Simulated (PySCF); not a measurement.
# `NCC(F)(F)C1C=C1`, C5H7F2N

Geometry (Å), atoms numbered from 1 in this order:
```xyz
15

N     2.551    0.417   -0.186
C     1.284   -0.174   -0.547
C     0.156    0.036    0.483
F     0.586   -0.419    1.707
F    -0.035    1.380    0.668
C    -1.151   -0.637    0.117
C    -2.456   -0.011    0.515
C    -2.147    0.082   -0.742
H     2.450    1.420   -0.068
H     2.876    0.034    0.696
H     0.950    0.258   -1.494
H     1.422   -1.250   -0.677
H    -1.048   -1.717    0.071
H    -3.094    0.184    1.340
H    -2.348    0.405   -1.732
```

Theory: PySCF, GIAO HF/pcSseg-1 magnetisability, rotational g tensor and spin-rotation constants, non-relativistic, gas phase. Geometry: GFN2-xTB.

How diamagnetic is it, and how anisotropic?

Isotropic -1195 × 10⁻³⁰ J/T², or -72.0 × 10⁻⁶ cm³/mol; principal values -1397, -1126, -1062 × 10⁻³⁰ J/T², anisotropy 308 × 10⁻³⁰ J/T² (root of half the summed squared differences of the principal values). The susceptibility is in cgs units.

Split it along the inertial axes a, b, c into diamagnetic and paramagnetic parts about the centre of mass, with the quadrupole moment.


```csv
axis,χ (10⁻⁶ cm³/mol),diamagnetic (10⁻⁶ cm³/mol),paramagnetic (10⁻⁶ cm³/mol),summed x² of all electrons (Å²),quadrupole Θ (D Å)
a,-73.0,-379.8,306.7,174.3,+0.16
b,-65.2,-899.6,834.4,51.7,+0.26
c,-77.7,-958.9,881.2,37.8,-0.42
```
Anisotropies 2χaa − χbb − χcc = -3.1 and 2χbb − χaa − χcc = +20.2 × 10⁻⁶ cm³/mol. Θ is traceless in Buckingham's convention.

And the rotational g tensor?


| axis | rotational constant (GHz) | g | nuclear part | electronic part |
| --- | --- | --- | --- | --- |
| a | 3.9760 | -0.0181 | 0.5548 | -0.5730 |
| b | 1.4565 | -0.0120 | 0.5589 | -0.5709 |
| c | 1.3562 | -0.0030 | 0.5585 | -0.5615 |

Asymmetric top; isotopes 12C, 19F, 1H, 14N; no vibrational averaging.
